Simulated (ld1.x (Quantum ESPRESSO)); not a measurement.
## What one change does to a pseudopotential (silicon, TM)

```
Element                 : silicon
Generator               : ld1.x (Quantum ESPRESSO) 7.5
Type                    : norm-conserving Troullier–Martins (Kleinman–Bylander form)
Functional              : PBE
Relativity              : non-relativistic
Frozen core             : [Ne]
Valence charge          : 4
Reference configuration : 3s2 3p2
Partial waves           : 3s (bound): rc 1.25 bohr; 3p (bound): rc 1.95 bohr; 3d channel at 0.3 Ry: rc 2.10 bohr
Local potential         : all-electron potential smoothed inside 1.80 bohr (lloc = -2)
Core correction         : a·sin(br)/r model core, default radius (core density twice the valence density)
```

All-electron outer shells of the reference configuration (PBE, non-relativistic, ld1.x):

```csv
shell,level (eV),outermost node (bohr),outermost maximum (bohr)
2p,-95.59,–,0.39
3s,-10.77,0.72,1.80
3p,-4.09,0.72,2.17
```

Change: all radii but the core radius scaled by about 0.79 (s 0.98, p 1.54, d 1.66 bohr); local potential all-electron potential smoothed inside 1.42 bohr (lloc = -2).

Cutoffs: the cutoffs (Ry, on a coarse ladder) from which the occupation-weighted sum of valence levels, in a spherical-Bessel basis at the reference potential, stays within 10 and 1 mRy of its value at 400 Ry; they do not see the model core or the augmentation charge, which bear on the density cutoff. Errors are all-electron minus pseudo energies relative to the spin-unpolarised reference configuration.

**Question.** How do hardness, ghosts and transferability respond?

**Answer.** A bound ghost appears in s, which as a rule spoils a file; of the 7 tests that both files solve, the error grows in 3 and shrinks in 0 by more than 15 % and 0.3 meV (median size 3.4 → 16.8 meV). That the errors move this way runs against the usual rule that smaller radii transfer better.

```csv
quantity,base,changed
"cutoff, loose",50 Ry,230 Ry
"cutoff, tight",110 Ry,over 300 Ry
loose cutoff by channel (10 mRy a level),"s 40 Ry, p 6 Ry","s 200 Ry, p 6 Ry"
bound ghosts,none,s
"error for 3s2 3p1, meV [ΔE 7.75 eV]",+3.4,+4.6
"error for 3s2 3p0, meV [ΔE 23.76 eV]",+27,+31
"error for 3s1 3p0, meV [ΔE 57.66 eV]",+97,+87
"error for 3s2 3p2.3, meV [ΔE -0.93 eV]",+0.1,+0.1
"error for 3s2 3p1.5, meV [ΔE 2.93 eV]",+0.6,+0.8
"error for 3s1 3p3, meV [ΔE 6.76 eV]",-1.9,+17
"error for 3s0 3p4, meV [ΔE 13.66 eV]",-9.6,+107
```

 A true bound ghost makes a file unfit for plane-wave use even where its test errors are small: the radial tests pick states by their node count and pass the ghost by.
